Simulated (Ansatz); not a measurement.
`[CH3][Sn]([Cl])([Cl])[Cl]` + H–F → `[F][Sn]([Cl])([Cl])[Cl]` + CH₄ at 700 K and 1 bar (ligand exchange at the Sn–C bond).

Calculated with Ansatz (gas phase, PBE0-D4/def2-TZVP geometries, no zero-point term in ΔE). CBS: MP2 limit from def2 TZ/QZ plus the TZ coupled-cluster correction, frozen cores. This one scheme is used for every species. Elements past krypton have def2 core potentials. For Sn outer-core shells are correlated without core-valence functions, which leaves a few kJ/mol of doubt a bond.

```tsv
species	CCSD(T)/CBS energy (Eh)	H − E (kJ/mol)	S (J/(mol·K))
`[CH3][Sn]([Cl])([Cl])[Cl]`	-1633.37264	181.7	502.1
H–F	-100.39570	45.2	198.5
`[F][Sn]([Cl])([Cl])[Cl]`	-1693.31956	77.7	455.2
CH₄	-40.46206	145.9	224.0
```

H − E and S are ideal-gas, rigid-rotor, harmonic terms from PBE0-D4/def2-TZVP. 1 Eh = 2625.50 kJ/mol, R = 8.31446 J/(mol·K).

Question: By hand: ΔE, ΔH, ΔS and ΔG.

Answer: ΔE = (-1693.31956) + (-40.46206) − (-1633.37264) − (-100.39570) = -0.01328 Eh = -34.9 kJ/mol. Δ(H − E) = 77.7 + 145.9 − 181.7 − 45.2 = -3.3, so ΔH = -38.2 kJ/mol. ΔS = 455.2 + 224.0 − 502.1 − 198.5 = -21.4 J/(mol·K). ΔG = -38.2 − 700 × (-21.4)/1000 = -23.2 kJ/mol.

Question: By hand: the equilibrium constant, and the temperature at which ΔG would vanish if ΔH and ΔS stayed fixed.

Answer: log₁₀ K = −ΔG/(RT ln 10) = 1.7. ΔG = 0 at ΔH/ΔS = 1785 K.

TΔS isn't small against ΔH here. A doubt of 5 kJ/mol in ΔE shifts log₁₀ K by 0.4 here. These are equilibria of isolated gas molecules and say nothing of rates. Largest T1 diagnostic: 0.012 (customary marks: 0.02 for closed shells, 0.045 for open ones).
